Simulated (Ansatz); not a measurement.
Relaxation of C2H7NOSi (12 atoms, charge 0, multiplicity 1), to a largest force component of 0.02 eV/Å in at most 40 steps.

These are results of RHF/STO-3G in Ansatz, not measurements.

```xyz
12
Properties=species:S:1:pos:R:3:forces:R:3
C -1.331 0.840 1.367 -3.27 4.71 0.52
Si 0.144 0.624 0.399 3.44 1.84 -2.24
O 0.693 -0.919 0.445 2.18 -3.81 3.60
C 0.300 -0.734 -0.857 -5.49 2.61 0.00
N 1.264 -0.801 -1.899 2.34 1.80 -0.39
H -1.770 1.915 1.222 1.39 -2.86 0.42
H -1.187 0.741 2.431 0.10 -0.34 0.14
H -2.133 0.210 1.046 -0.25 -0.76 0.03
H 1.294 1.581 0.603 -1.91 -1.16 -0.32
H -0.732 -1.175 -1.087 2.21 0.13 -0.27
H 1.346 -1.751 -2.200 0.20 -1.93 -0.69
H 2.188 -0.585 -1.436 -0.93 -0.23 -0.79
```

Q: Where does it end, and by what steps?

A: The run converged. The force dipped under the threshold on the way, but the program's further checks kept it going. Limits of this set-up: minimal basis. After 11 steps the energy has fallen by 1.075 eV; H7 moved furthest, 0.31 Å.

```
step  energy less start (eV)  largest force component (eV/Å)  accepted
   0                  0.0000                           5.493       yes
   1                 -0.9672                           1.658       yes
   2                 -1.0569                           0.344       yes
   3                 -1.0678                           0.114       yes
   4                 -1.0703                           0.064       yes
   5                 -1.0723                           0.082       yes
   6                 -1.0706                           0.152        no
   7                 -1.0732                           0.015       yes
   8                 -1.0739                           0.050       yes
   9                 -1.0742                           0.059       yes
  10                 -1.0745                           0.047       yes
  11                 -1.0747                           0.014       yes
```

```xyz
12
Properties=species:S:1:pos:R:3
C -1.362 0.922 1.380
Si 0.204 0.467 0.502
O 0.661 -1.167 0.475
C 0.238 -0.711 -0.845
N 1.250 -0.718 -1.919
H -1.769 1.848 0.994
H -1.191 1.054 2.441
H -2.113 0.152 1.258
H 1.267 1.397 0.648
H -0.676 -1.191 -1.199
H 1.419 -1.703 -2.185
H 2.149 -0.406 -1.515
```

Run time: 14 s on 1 thread of Arm Neoverse V1, with other jobs on the host, peak memory 0.13 GiB.
